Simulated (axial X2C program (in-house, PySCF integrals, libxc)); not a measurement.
## Spin–orbit effects down a group: molecules with Sn (ions), PBE0

All values come from calculations with an axial X2C code built on PySCF integrals, spin-free (one-electron X2C) or two-component (2c: spin–orbit coupling with atomic mean-field Coulomb and Gaunt terms, which also bring small scalar terms), in Dyall basis sets with cores contracted in-house; open shells are unrestricted.

Basis sets: O dyall-av3z, Se dyall-cv3z, Sn dyall-cv3z, Te dyall-cv3z.

```tsv
molecule	spin-free state	Re (Å)	ωe (cm⁻¹)	De (eV)	2c state	Re 2c (Å)	ωe 2c (cm⁻¹)	De 2c (eV)
SnO⁺	M_S = 1/2, Λ = 1	1.974	643.7	3.10	Ω = 3/2	1.974	642.1	n/a
SnSe⁺	M_S = 1/2, Λ = 1	2.487	267.4	3.00	Ω = 3/2	2.488	265.5	n/a
SnTe⁺	M_S = 1/2, Λ = 1	2.681	215.1	2.89	Ω = 3/2	2.686	211.9	n/a
```

Problem. Work out the shifts from the spin-free to the two-component result.

Solution. 

```json
{"molecule": "SnO⁺", "2c state": "Ω = 3/2", "ΔRe (Å)": "0.000", "Δωe (cm⁻¹)": "-1.6", "ΔDe (eV)": "n/a"}
{"molecule": "SnSe⁺", "2c state": "Ω = 3/2", "ΔRe (Å)": "0.001", "Δωe (cm⁻¹)": "-1.9", "ΔDe (eV)": "n/a"}
{"molecule": "SnTe⁺", "2c state": "Ω = 3/2", "ΔRe (Å)": "0.005", "Δωe (cm⁻¹)": "-3.2", "ΔDe (eV)": "n/a"}
```

Shifts of one unit in the last digit are rounding.

Fragments in 2c: Sn+ + O, Sn+ + Se, Te + Sn+. Each entry is the lowest single determinant of a limited PBE0 search at one distance. De goes to single-determinant-based atoms at the same level (for ions the charge split of lowest energy) and is withheld (n/a) where an atom does not fit its ground term or J level. Main or longest-lived isotopes. One determinant is a doubtful description, or other states lie close, for SnO⁺, SnSe⁺; these need not be ground states, and all values refer to the states named. The functionals have no current term, which raises determinants with orbital currents.
